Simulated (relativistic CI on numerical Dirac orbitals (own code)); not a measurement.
## Ligand-field terms of d6

Computed with a parametric ligand-field model of a d^n configuration (Racah B and C, spin-orbit zeta, crystal field), exact diagonalisation.

Field parameters in Wybourne normalisation: Td as Oh with Dq negative (B⁴₀ = 21Dq, B⁴₄ = √(5/14) B⁴₀). The field is a parameter set, without covalency.

B = 470 cm⁻¹, C = 2360 cm⁻¹ (C/B = 5.02), Td, no spin-orbit coupling. Tanabe-Sugano data, E/B above the lowest term (Δ = |10Dq|; b, c mark the second and third term of a kind):

| Δ/B | 5E | 5T2 | 3T1 | 3E | 3T2 | 3T1(b) | 1T2 | 1E |
| --- | --- | --- | --- | --- | --- | --- | --- | --- |
| 1.0 | 0.00 | 1.00 | 24.01 | 24.26 | 24.88 | 25.10 | 36.04 | 35.95 |
| 1.9 | 0.00 | 1.89 | 23.73 | 24.39 | 25.44 | 25.80 | 35.84 | 35.70 |
| 2.8 | 0.00 | 2.81 | 23.30 | 24.49 | 25.89 | 26.22 | 35.51 | 35.37 |
| 3.7 | 0.00 | 3.70 | 22.78 | 24.57 | 26.21 | 26.39 | 35.09 | 34.99 |
| 4.6 | 0.00 | 4.60 | 22.20 | 24.64 | 26.45 | 26.45 | 34.59 | 34.58 |
| 5.5 | 0.00 | 5.49 | 21.56 | 24.70 | 26.62 | 26.47 | 34.03 | 34.12 |
| 6.4 | 0.00 | 6.40 | 20.87 | 24.75 | 26.77 | 26.47 | 33.42 | 33.62 |
| 7.3 | 0.00 | 7.30 | 20.16 | 24.79 | 26.88 | 26.47 | 32.78 | 33.10 |
| 8.2 | 0.00 | 8.19 | 19.43 | 24.83 | 26.97 | 26.46 | 32.12 | 32.54 |
| 9.1 | 0.00 | 9.11 | 18.67 | 24.86 | 27.04 | 26.46 | 31.42 | 31.95 |
| 10.0 | 0.00 | 10.00 | 17.91 | 24.89 | 27.11 | 26.46 | 30.72 | 31.34 |
| 10.9 | 0.00 | 10.89 | 17.14 | 24.92 | 27.16 | 26.46 | 30.01 | 30.72 |
| 11.8 | 0.00 | 11.81 | 16.34 | 24.94 | 27.21 | 26.45 | 29.27 | 30.05 |
| 12.7 | 0.00 | 12.70 | 15.55 | 24.96 | 27.25 | 26.45 | 28.53 | 29.39 |
| 13.6 | 0.00 | 13.60 | 14.75 | 24.98 | 27.29 | 26.45 | 27.78 | 28.70 |
| 14.5 | 0.00 | 14.51 | 13.92 | 24.99 | 27.32 | 26.45 | 27.01 | 27.99 |
| 15.4 | 0.00 | 15.40 | 13.11 | 25.01 | 27.35 | 26.45 | 26.25 | 27.28 |
| 16.3 | 0.00 | 16.30 | 12.30 | 25.02 | 27.38 | 26.46 | 25.48 | 26.55 |
| 17.2 | 0.00 | 17.19 | 11.48 | 25.03 | 27.41 | 26.46 | 24.70 | 25.82 |
| 18.1 | 0.00 | 18.11 | 10.63 | 25.04 | 27.43 | 26.46 | 23.90 | 25.05 |
| 19.0 | 0.00 | 19.00 | 9.80 | 25.06 | 27.45 | 26.46 | 23.12 | 24.29 |
| 19.9 | 0.00 | 19.89 | 8.97 | 25.06 | 27.47 | 26.46 | 22.32 | 23.53 |
| 20.8 | 0.00 | 20.81 | 8.11 | 25.07 | 27.49 | 26.46 | 21.51 | 22.74 |
| 21.7 | 0.00 | 21.70 | 7.27 | 25.08 | 27.50 | 26.46 | 20.71 | 21.96 |

The ground term stays 5E.
